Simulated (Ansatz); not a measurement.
Molecule: diantimony, Sb$_{2}$, net charge 0, singlet state. SMILES: [Sb]#[Sb]
Structure (B3LYP-D3(BJ)/def2-TZVP (Ansatz, an electronic-structure program) minimum search):
```
Sb
Sb 1 2.4879
```

Computed values are from Ansatz. Valence correlation only, unless marked. UHF or UKS for open shells. Spin-orbit coupling is left out. The frozen core is the preceding noble-gas configuration, with the filled d and f shells of earlier blocks. In def2 rows, elements after Kr have scalar-relativistic effective core potentials. Basis-set limits of correlation are two-point, X^-3; Hartree-Fock from the larger set.

```yaml
atomisation energy De: 275.1 kJ/mol at CCSD(T)/CBS(def2-TZVPPD,def2-QZVPPD)
total_energy: -478.8277 Eh at CCSD(T)/CBS(def2-TZVPPD,def2-QZVPPD)
dipole_moment: 0.00 D at CCSD(T)/def2-SVPD
T1 diagnostic: 0.019 at CCSD/def2-QZVPPD
```

The Hartree-Fock reference is unstable (checked in the largest basis), which strains HF and MP2.
